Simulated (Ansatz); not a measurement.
CH$_{5}$NSn, SMILES `C=[N][SnH3]` at its PBE0-D4/def2-TZVP geometry, where that method's forces vanish. Total charge 0; spin multiplicity 1. Sn takes the def2 core potential.

```xyz
8

C     0.1810    1.5535   -0.4397
N    -0.0413    0.4322   -0.9640
Sn   -0.1551   -1.2306    0.2400
H     0.2430    2.4465   -1.0775
H     0.3266    1.7454    0.6374
H    -1.7053   -1.9009    0.0210
H     0.0954   -0.7375    1.8640
H     1.0558   -2.3087   -0.2812
```

Question: What forces (eV/Å) does PBE-D4/def2-TZVPP give on these atoms in Ansatz 0.2.0? (Estimate.)

Answer: Ansatz gave: 
```
C1   0.098  0.468  0.262
N2  -0.128 -0.412 -0.619
Sn3 -0.014 -0.201  0.146
H4   0.014  0.203 -0.146
H5   0.039  0.078  0.255
H6  -0.161 -0.072 -0.030
H7   0.029  0.052  0.193
H8   0.124 -0.115 -0.061
```
